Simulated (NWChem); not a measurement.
System: BH2OCl; SMILES OBCl

The following NWChem deck was run.

```
start job
memory heap 200 mb stack 900 mb global 1100 mb
geometry units angstroms noautosym nocenter noautoz
  B     -0.559168     0.572302     0.000000
  H     -1.759017     0.724972     0.000000
  Cl     0.123323    -1.069454     0.000000
  O      0.238427     1.661251     0.000000
  H      1.188574     1.433105     0.000000
end
basis spherical
  * library def2-svp
end
dft
  xc b3lyp
  iterations 150
  mulliken
end
task dft energy
esp
  recalculate
  probe 0.07
  range 0.3
  factor 1.0
  spacing 0.02
end
task esp
```

Excerpt of the output:

```
             Northwest Computational Chemistry Package (NWChem) 7.3.0
             --------------------------------------------------------

                             Geometry "geometry" -> ""
                             -------------------------

 Output coordinates in angstroms (scale by  1.889725989 to convert to a.u.)

  No.       Tag          Charge          X              Y              Z
 ---- ---------------- ---------- -------------- -------------- --------------
    1 B                    5.0000    -0.55916800     0.57230200     0.00000000
    2 H                    1.0000    -1.75901700     0.72497200     0.00000000
    3 Cl                  17.0000     0.12332300    -1.06945400     0.00000000
    4 O                    8.0000     0.23842700     1.66125100     0.00000000
    5 H                    1.0000     1.18857400     1.43310500     0.00000000

 Effective nuclear repulsion energy (a.u.)      84.0504028841

                                 NWChem DFT Module
                                 -----------------

 Summary of "ao basis" -> "ao basis" (spherical)
 ------------------------------------------------------------------------------
       Tag                 Description            Shells   Functions and Types
 ---------------- ------------------------------  ------  ---------------------
 B                          def2-svp                 6       14   3s2p1d
 H                          def2-svp                 3        5   2s1p
 Cl                         def2-svp                 8       18   4s3p1d
 O                          def2-svp                 6       14   3s2p1d

            General Information
            -------------------
          SCF calculation type: DFT
          Wavefunction type:  closed shell.
          No. of atoms     :     5
          No. of electrons :    32
           Alpha electrons :    16
            Beta electrons :    16
          Charge           :     0
          Spin multiplicity:     1
          Use of symmetry is: off; symmetry adaption is: off
          Maximum number of iterations: 150
          AO basis - number of functions:    56
                     number of shells:    26
          Convergence on energy requested:  1.00D-06
          Convergence on density requested:  1.00D-05
          Convergence on gradient requested:  5.00D-04

              XC Information
              --------------
                         B3LYP Method XC Potential
                     Hartree-Fock (Exact) Exchange  0.200
                        Slater Exchange Functional  0.800 local
                    Becke 1988 Exchange Functional  0.720 non-local
              Lee-Yang-Parr Correlation Functional  0.810
                  VWN I RPA Correlation Functional  0.190 local

             Grid Information
             ----------------
          Grid used for XC integration:  medium
          Radial quadrature: Mura-Knowles
          Angular quadrature: Lebedev.
          Tag              B.-S. Rad. Rad. Pts. Rad. Cut. Ang. Pts.
          ---              ---------- --------- --------- ---------
          B                   0.85       49           7.0       434
          H                   0.35       45           9.0       434
          Cl                  1.00       88           8.0       590
          O                   0.60       49           8.0       434
          Grid pruning is: on
          Number of quadrature shells:   276
          Spatial weights used:  Erf1

      Superposition of Atomic Density Guess
      -------------------------------------

 Sum of atomic energies:        -559.51722575

      Non-variational initial energy
      ------------------------------

 Total energy =    -560.424447
 1-e energy   =    -937.974674
 2-e energy   =     293.499824
 HOMO         =      -0.411433
 LUMO         =       0.048454

     ---------------------------------------------
      Total Density - Mulliken Population Analysis
     ---------------------------------------------

    Atom       Charge   Shell Charges
 -----------   ------   -------------------------------------------------------
    1 B    5     4.49   1.99  0.83  0.17  1.08  0.29  0.12
    2 H    1     1.05   0.71  0.33  0.01
    3 Cl  17    17.29   2.00  1.99  1.22  0.70  5.94  2.16  3.26  0.01
    4 O    8     8.51   1.99  1.11  0.57  3.07  1.77  0.01
    5 H    1     0.65   0.51  0.08  0.06

   convergence    iter        energy       DeltaE   RMS-Dens  Diis-err
 ---------------- ----- ----------------- --------- --------- ---------
 d= 0,ls=0.0,diis     1   -561.3006159785 -6.45D+02  1.80D-02  5.18D-01
 d= 0,ls=0.0,diis     2   -561.2690553985  3.16D-02  1.01D-02  9.29D-01
 d= 0,ls=0.0,diis     3   -561.3606315436 -9.16D-02  2.29D-03  3.42D-02
 d= 0,ls=0.0,diis     4   -561.3632552486 -2.62D-03  1.12D-03  5.22D-03
 d= 0,ls=0.0,diis     5   -561.3639390927 -6.84D-04  2.00D-04  1.61D-04
  Resetting Diis
 d= 0,ls=0.0,diis     6   -561.3639598123 -2.07D-05  2.43D-05  1.96D-06
 d= 0,ls=0.0,diis     7   -561.3639600474 -2.35D-07  9.74D-06  1.52D-07

         Total DFT energy =     -561.363960047372
      One electron energy =     -940.077665502916
           Coulomb energy =      336.349125815100
    Exchange-Corr. energy =      -41.685823243693
 Nuclear repulsion energy =       84.050402884137

 Numeric. integr. density =       31.999998849239

                       DFT Final Molecular Orbital Analysis
                       ------------------------------------

 Vector   14  Occ=2.000000D+00  E=-3.552357D-01
              MO Center= -3.7D-01,  5.1D-01,  1.5D-08, r^2= 2.9D+00
   Bfn.  Coefficient  Atom+Function         Bfn.  Coefficient  Atom+Function
  ----- ------------  ---------------      ----- ------------  ---------------
    31      0.340980  3 Cl py                42      0.327158  4 O  py
    28      0.284845  3 Cl py                15     -0.261234  2 H  s
    45      0.212062  4 O  py                 4     -0.196645  1 B  px
    16     -0.195595  2 H  s                  5      0.180897  1 B  py
    40      0.176545  4 O  s                 25      0.164570  3 Cl py

 Vector   15  Occ=2.000000D+00  E=-3.305590D-01
              MO Center=  1.3D-01, -5.4D-01, -2.1D-08, r^2= 2.1D+00
   Bfn.  Coefficient  Atom+Function         Bfn.  Coefficient  Atom+Function
  ----- ------------  ---------------      ----- ------------  ---------------
    32      0.581584  3 Cl pz                29      0.434748  3 Cl pz
    43     -0.283502  4 O  pz                26      0.252628  3 Cl pz
    46     -0.214884  4 O  pz                11     -0.034046  1 B  d -1
     9      0.033548  1 B  pz                 6     -0.032884  1 B  pz

 Vector   16  Occ=2.000000D+00  E=-3.171239D-01
              MO Center= -5.5D-02, -7.3D-01,  4.7D-09, r^2= 1.9D+00
   Bfn.  Coefficient  Atom+Function         Bfn.  Coefficient  Atom+Function
  ----- ------------  ---------------      ----- ------------  ---------------
    30      0.562806  3 Cl px                27      0.430597  3 Cl px
    24      0.248333  3 Cl px                31      0.193579  3 Cl py
    16      0.168013  2 H  s                 15      0.167044  2 H  s
    28      0.138520  3 Cl py                 4      0.134287  1 B  px
    42      0.128426  4 O  py                25      0.080790  3 Cl py

 Vector   17  Occ=0.000000D+00  E=-1.166538D-02
              MO Center= -4.8D-01,  5.1D-01,  5.5D-09, r^2= 2.3D+00
   Bfn.  Coefficient  Atom+Function         Bfn.  Coefficient  Atom+Function
  ----- ------------  ---------------      ----- ------------  ---------------
     9     -0.607945  1 B  pz                 6      0.579256  1 B  pz
    32      0.331693  3 Cl pz                46      0.316178  4 O  pz
    43      0.289821  4 O  pz                29      0.166450  3 Cl pz
    26      0.095392  3 Cl pz                34     -0.068678  3 Cl d -1
    36     -0.032347  3 Cl d  1

 Vector   18  Occ=0.000000D+00  E= 4.183191D-02
              MO Center=  1.2D+00,  1.4D+00, -5.6D-11, r^2= 2.5D+00
   Bfn.  Coefficient  Atom+Function         Bfn.  Coefficient  Atom+Function
  ----- ------------  ---------------      ----- ------------  ---------------
    53      1.264850  5 H  s                 40     -0.857715  4 O  s
     3      0.429327  1 B  s                 16     -0.403980  2 H  s
    44     -0.342241  4 O  px                41     -0.244648  4 O  px
    52      0.200051  5 H  s                 39     -0.176521  4 O  s
     7     -0.162225  1 B  px                 8      0.152332  1 B  py

 Vector   19  Occ=0.000000D+00  E= 1.090504D-01
              MO Center= -4.9D-01,  5.4D-02, -1.7D-09, r^2= 3.4D+00
   Bfn.  Coefficient  Atom+Function         Bfn.  Coefficient  Atom+Function
  ----- ------------  ---------------      ----- ------------  ---------------
     3      2.097841  1 B  s                 16     -1.103395  2 H  s
    23     -0.887313  3 Cl s                 31     -0.673979  3 Cl py
     8     -0.511245  1 B  py                53     -0.422839  5 H  s
     5      0.333759  1 B  py                30      0.330016  3 Cl px
     2      0.298741  1 B  s                 22     -0.289034  3 Cl s

     ---------------------------------------------
      Total Density - Mulliken Population Analysis
     ---------------------------------------------

    Atom       Charge   Shell Charges
 -----------   ------   -------------------------------------------------------
    1 B    5     4.95   1.99  0.81  0.10  1.52  0.39  0.14
    2 H    1     1.03   0.74  0.28  0.01
    3 Cl  17    17.12   2.00  1.98  1.27  0.66  5.93  2.18  3.08  0.02
    4 O    8     8.09   1.99  1.09  0.55  2.90  1.55  0.01
    5 H    1     0.81   0.67  0.07  0.07

     -------------------------------------------
      Total Density - Lowdin Population Analysis
     -------------------------------------------

    Atom       Charge   Shell Charges
 -----------   ------   -------------------------------------------------------
    1 B    5     5.24   1.96  0.55  0.28  1.39  0.74  0.32
    2 H    1     1.05   0.65  0.36  0.03
    3 Cl  17    16.86   2.00  1.95  1.02  0.74  5.82  2.27  3.03  0.02
    4 O    8     7.96   1.97  0.85  0.56  2.70  1.86  0.02
    5 H    1     0.89   0.55  0.17  0.17

     Multipole analysis of the density
     ---------------------------------

     L   x y z        total         alpha         beta         nuclear
     -   - - -        -----         -----         ----         -------
     0   0 0 0     -0.000000    -16.000000    -16.000000     32.000000

     1   1 0 0      0.506712     -0.349112     -0.349112      1.204935
     1   0 1 0      0.127245     -0.058148     -0.058148      0.243542
     1   0 0 1      0.000000      0.000000      0.000000      0.000000

     2   2 0 0    -16.539806    -20.382093    -20.382093     24.224380
     2   1 1 0      1.370270      1.123225      1.123225     -0.876180
     2   1 0 1      0.000000      0.000000      0.000000      0.000000
     2   0 2 0    -20.054643    -91.694889    -91.694889    163.335135
     2   0 1 1     -0.000000     -0.000000     -0.000000      0.000000
     2   0 0 2    -17.856579     -8.928289     -8.928289      0.000000

                     NWChem Electrostatic Potential Fit Module
                     -----------------------------------------

 Atom parameters

 Number of atoms is                                    5
 Number of basis functions is                         56

 Grid parameters

 Maximum number of grid points is                  26102
 Number of grid points is                          26101
 Grid range                                     0.300000 nm
 Grid spacing                                   0.020000 nm
 Probe radius                                   0.070000 nm
 Atom radius factor                             1.000000

 Atomic radii

    1    0.100000
    5    0.158000
    8    0.136000
   17    0.169000
 FASTESP  F
  using M.O. file = ./job.movecs

    Atom              Coordinates                           Charge

                                                  ESP

    1 B    -0.055917    0.057230    0.000000    0.426932
    2 H    -0.175902    0.072497    0.000000   -0.092101
    3 Cl    0.012332   -0.106945    0.000000   -0.206963
    4 O     0.023843    0.166125    0.000000   -0.517592
    5 H     0.118857    0.143311    0.000000    0.389725
                                            ------------
                                                0.000000

 Dipole moment                                  0.485321

 Quadrupole moment Qxx                          5.583343
                   Qyy                         -7.899061
                   Qzz                          2.315717

 RMS deviation kJ/mol                           0.073286

 RRMS %                                        28.398830
```

Level: B3LYP/def2-SVP. Geometry: optimised at PBE-D3(BJ)/def2-SVP.
